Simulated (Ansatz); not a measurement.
The cluster Cs4H5⁻, relaxed as a singlet with RKS r2SCAN-D4/def2-TZVPD in Ansatz, starting from the GFN1-xTB geometry. Force threshold 0.02 eV/Å.

In the def2 sets Cs takes a core potential; there is no spin–orbit coupling. The structure comes from a short search, and lower isomers may exist.

Start:

```tsv
atom	x (Å)	y (Å)	z (Å)
Cs1	1.373	1.707	1.574
Cs2	0.379	-0.487	-2.778
Cs3	0.121	-2.445	0.741
Cs4	-2.246	1.516	-0.204
H5	-1.275	2.501	2.156
H6	0.526	1.896	-1.278
H7	-1.954	-1.145	-0.945
H8	1.501	-0.845	2.403
H9	1.573	-2.698	-1.669
```

(1) Estimate the energy that the relaxation releases and the steps that it takes.

(2) Does the start keep its bonding?

(3) Predict the relaxed structure.

## Answers

(1) 3.9 kcal/mol, in 6 steps; 29 s on 4 threads of Arm Neoverse V2 on a shared host. The force fell under the threshold at step 5, but the optimiser went on. No frequencies were taken in this run, so the end may be a saddle point.

(2) By distances, no bond broke or formed. The bond that changes most is Cs1–H8, from 2.69 to 2.87 Å (atoms count from 1).

(3) 
```xyz
9

Cs    1.2875    1.8622    1.7422
Cs    0.3338   -0.6020   -2.8314
Cs    0.2641   -2.7407    0.6584
Cs   -2.3036    1.7344   -0.2312
H    -1.4235    2.8509    2.2281
H     0.4783    1.8604   -1.2109
H    -1.8283   -1.1082   -0.8813
H     1.5547   -0.9048    2.4449
H     1.6368   -2.9524   -1.9188
```
Bond lengths (bridged metal pairs left out): 12 × Cs–H 2.84 to 3.07 Å.
